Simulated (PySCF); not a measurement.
## Working out the electron affinity of Se

Se⁻ [Ar] 3d10 4s2 4p5 (2P) → Se [Ar] 3d10 4s2 4p4 (3P). Calculation: PySCF 2.14, in aug-cc-pVTZ-PP with ECP10MDF (6s5p4d2f, 55 functions); a scalar-relativistic core potential. Frozen: 3s2 3p6 3d10. Energies in hartree (1 hartree = 27.21139 eV):

```
             part  Se⁻ (lower)   Se (upper)
              UHF  -371.896739  -371.862673
MP2 opposite-spin    -0.104547    -0.078570
    MP2 same-spin    -0.031186    -0.023236
```

Task: What does Hartree-Fock give?

Result: (-371.862673) − (-371.896739) = 0.034066 hartree = 0.927 eV.

Task: What do MP2 and SCS-MP2 (6/5 opposite-spin, 1/3 same-spin) give?

Result: The opposite-spin parts differ by 0.707 eV and the same-spin parts by 0.216 eV. MP2: 0.927 + (0.707) + (0.216) = 1.850 eV. SCS-MP2: 0.927 + 1.2 × (0.707) + (0.216)/3 = 1.847 eV.

Reference: 2.021 eV (measured; photodetachment measurements, as compiled on the Wikipedia data page of electron affinities), between the lowest levels; spin-orbit coupling is absent from the calculation.

What remains against the reference includes basis incompleteness, the frozen core and correlation beyond second order.
